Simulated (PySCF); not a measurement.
**[Yb(NH3)2]3+ at several levels of theory**

Computed with PySCF 2.14.0 (density fitting, no spin-orbit coupling) at the geometry relaxed with r2SCAN:

```xyz
9
[Yb(NH3)2]3+ (singlet in the valence; each metal's 4f electrons, 13 of them, lie in its core potential, out of spins and levels)
Yb   -0.0609    1.1594   -0.0001
N     0.0085   -0.1781    1.8774
H     0.8419   -0.0497    2.4943
H    -0.7801   -0.0490    2.5503
H     0.0029   -1.2101    1.7268
N     0.0103   -0.1767   -1.8782
H     0.8357   -0.8087   -1.9703
H    -0.7886   -0.8354   -2.0117
H     0.0247    0.3354   -2.7884
```

```json
{"level": "r2SCAN", "basis": "Yb lcecp-1-SVP with ECP59, N def2-SVP, H def2-SVP", "state": "singlet", "HOMO (eV)": "-25.22", "gap (eV)": "6.58", "charge on Yb1 (e)": "2.07", "population of f-type functions on Yb1 (polarisation alone where 4f lies in the core)": "0.02", "dipole about the centre of mass (D)": "4.10", "largest force component (eV/Å)": "0.01"}
{"level": "CAM-B3LYP", "basis": "the same", "state": "singlet", "HOMO (eV)": "-27.81", "gap (eV)": "10.20", "charge on Yb1 (e)": "2.06", "population of f-type functions on Yb1 (polarisation alone where 4f lies in the core)": "0.02", "dipole about the centre of mass (D)": "3.97", "largest force component (eV/Å)": "0.07"}
{"level": "PBE", "basis": "the same", "state": "singlet", "HOMO (eV)": "-24.95", "gap (eV)": "5.52", "charge on Yb1 (e)": "1.97", "population of f-type functions on Yb1 (polarisation alone where 4f lies in the core)": "0.02", "dipole about the centre of mass (D)": "4.38", "largest force component (eV/Å)": "0.31"}
{"level": "revPBE", "basis": "the same", "state": "singlet", "HOMO (eV)": "-24.91", "gap (eV)": "5.54", "charge on Yb1 (e)": "1.98", "population of f-type functions on Yb1 (polarisation alone where 4f lies in the core)": "0.02", "dipole about the centre of mass (D)": "4.32", "largest force component (eV/Å)": "0.29"}
{"level": "r2SCAN", "basis": "Yb lcecp-1-TZVP with ECP59, N def2-TZVP, H def2-TZVP", "state": "singlet", "HOMO (eV)": "-25.11", "gap (eV)": "6.53", "charge on Yb1 (e)": "2.27", "population of f-type functions on Yb1 (polarisation alone where 4f lies in the core)": "0.02", "dipole about the centre of mass (D)": "4.13", "largest force component (eV/Å)": "0.33"}
```

In the lcecp rows the 4f levels are missing from HOMO and gap, and the state counts the valence alone.

Charges are Mulliken's, which hang on the basis. The relaxation used the grid (50, 194), these runs (75, 302) or, all-electron (x2c bases, spin-free X2C Hamiltonian), (99, 590).

Problem. What does TPSS with Yb lcecp-1-SVP with ECP59, N def2-SVP, H def2-SVP give here?

Solution. state singlet, HOMO (eV) -25.02, gap (eV) 5.86, charge on Yb1 (e) 2.02, population of f-type functions on Yb1 (polarisation alone where 4f lies in the core) 0.02, dipole about the centre of mass (D) 4.20, largest force component (eV/Å) 0.20. Time: 9.3 s on 2 threads of Intel(R) Xeon(R) 6975P-C (Granite Rapids), with other jobs on the host, from an already converged density.

In the first row's basis the gap widens with exact exchange: 5.5 to 6.6 eV for PBE, revPBE, TPSS, r2SCAN (none); 10.2 eV for CAM-B3LYP (rising or full at long range).

No frequency check is given that shows the relaxed geometry to be a minimum. An lcecp potential fixes the number of 4f electrons, so in runs with it no electron can move into or out of that shell.
